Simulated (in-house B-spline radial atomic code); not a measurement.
Configurations of the chromium ion Cr⁷⁺, with energies counted from [Ne] 3s2 3p5. Method: Dirac-Hartree-Fock, average of configuration, Fermi nucleus of rms radius 3.6452 fm. Calculated with a radial B-spline atomic code at the basis-set limit. Energies include first-order Breit, QED and recoil terms.

Occupations are held fixed; configurations that lie above the ionisation limit could autoionise.

| configuration | E - E(ref) (eV) | highest orbital | its <r> (bohr) |
| --- | --- | --- | --- |
| [Ne] 3s2 3p4 5s1 | 133.07 | 5s1/2 | 3.184 |
| [Ne] 3s2 3p4 5g1 | 149.92 | 5g9/2 | 3.425 |
| [Ne] 3s2 3p4 7s1 | 161.51 | 7s1/2 | 7.028 |
| [Ne] 3s1 3p5 6f1 | 195.86 | 6f7/2 | 5.785 |
| [Ne] 3s1 3p5 7f1 | 202.51 | 7f7/2 | 8.187 |
| [Ne] 3s1 3p5 7g1 | 202.93 | 7g9/2 | 7.909 |
| [He] 2s2 2p5 3s2 3p6 | 554.21 | 3p3/2 | 0.8273 |

(1) Order these further configurations by energy, lowest first.
A. [Ne] 3s2 3p4 6g1
B. [Ne] 3s1 3p5 5g1
C. [Ne] 3s2 3p4 5d1
D. [Ne] 3s1 3p5 5d1
E. [Ne] 3s2 3p4 5f1

(2) How far above the reference does [Ne] 3s1 3p5 6g1 lie?

(3) How far above the reference does [Ne] 3s1 3p5 7d1 lie?

Results:

(1) C (144.31 eV), E (148.9 eV), A (160.56 eV), D (180.22 eV), B (185.85 eV).

(2) 196.5 eV; its least bound orbital is 6g9/2 with <r> = 5.478 bohr.

(3) 201 eV; its least bound orbital is 7d5/2 with <r> = 7.911 bohr.
